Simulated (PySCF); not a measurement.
Computed with delta-SCF UKS SCAN, pcX-2 on the ionised atom, pcseg-1 elsewhere, spin-free X2C in PySCF. Geometries: PBE0-D3(BJ)/def2-SVP; isolated species, one conformer each. Values against the vacuum level.

**Question.** Rank by computed C 1s binding energy, lowest first.
A. C4 in `[Cl:1][B:2]1[CH:3]=[CH:4][CH:5]=[CH:6][CH:7]=[CH:8]1`
B. C4 in `[BH2:1][CH2:2][CH2:3][CH3:4]`
C. C2 in `[CH2:1]=[C:2]([F:3])[C:4]#[C:5][CH3:6]`
D. C7 in `[N:1]#[C:2][C@@:3]12[CH2:4][CH:5]=[CH:6][C@@H:7]1[CH2:8]2`
E. C2 in `[CH3:1][C:2]([F:3])=[C:4]1[CH:5]=[CH:6]1`

**Answer.** B (290.53 eV), A (290.91 eV), D (291.33 eV), E (291.65 eV), C (293.45 eV).

The highest is bonded to F, C (double bond) and C, the lowest to C and 3 H; the range is 2.92 eV.

**Question.** Rank by computed F 1s binding energy, lowest first.
A. F4 in `[F:1][CH2:2][GeH2:3][F:4]`
B. Fluorine in `C=C(F)C#CC`
C. Fluorine in `CC(F)=C1C=C1`

**Answer.** A (691.44 eV), C (691.93 eV), B (692.81 eV).

The highest is bonded to C, the lowest to Ge; the range is 1.37 eV.

**Question.** Order these sites by rising B 1s binding energy.
A. Boron in `C1=CC=CB(C=C1)Cl`
B. Boron in `BCCC` (C3H9B)
C. Boron in `BC(C)C`

**Answer.** A (195.63 eV), C (195.92 eV), B (196.22 eV).

The highest is bonded to C and 2 H, the lowest to Cl and 2 C; the range is 0.59 eV.

3 of these hole states are spin-contaminated (⟨S²⟩ up to 0.92, against 0.75; counted from 0.85) and less certain.
